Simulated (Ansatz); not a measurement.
`[SiH3]P[SiH3]` + `N[AsH2]` → `[SiH3]N[AsH2]` + `[SiH3]P`  (cleavage of the Si–P bond)

Calculated with Ansatz (gas phase, PBE0-D4/def2-TZVP geometries, no zero-point term in ΔE). CCSD(T)/CBS adds triple-zeta CCSD(T) − MP2 to the extrapolated MP2 energy (def2 sets, frozen cores). This one scheme is used for every species. Functionals use def2-TZVPP. For As outer-core shells are correlated without core-valence functions, which leaves a few kJ/mol of doubt a bond. Scalar relativity is left out up to krypton.

| level | ΔE (kJ/mol) |
| --- | --- |
| r2SCAN-D4 | -20.7 |
| r2SCANh-D4 | -21.5 |
| CAM-B3LYP-D4 | -34.2 |
| ωB97X-V | -26.7 |
| ωB97M-V | -28.4 |
| revPBE | -11.1 |
| RPA@PBE/def2-TZVPP | -30.9 |
| MP2/def2-QZVPP | -29.0 |

Q: What does CCSD(T)/CBS give? (An estimate is asked.)

A: Ansatz gave: -26.9 kJ/mol. The listed levels differ from it by 6.2, 5.4, -7.3, 0.2, -1.5, 15.8, -4.0, -2.1 kJ/mol.

Q: What do rigid-rotor, harmonic-oscillator terms from PBE0-D4/def2-TZVP frequencies (298.15 K, 1 bar) make of the CCSD(T)/CBS value? (An estimate is asked.)

A: The calculation gave: ΔZPE = -6.9 kJ/mol, ΔH = -33.5 kJ/mol, ΔS = 3 J/(mol·K), ΔG = -34.3 kJ/mol.

Largest T1 diagnostic among the species: 0.013.

Leaving LDA and LC-ωPBE aside and taking each functional with its dispersion term where it has one, the values, not all of them listed here, spread over 22.3 kJ/mol, from CAM-B3LYP-D4 to PBE-D4. LDA lies −5.5 kJ/mol from PBE without D4. In def2-TZVPP, CCSD(T) changes the Hartree–Fock value by +14.5 kJ/mol (the triples alone add +2.9 kJ/mol) and MP2 by +13.5 kJ/mol.
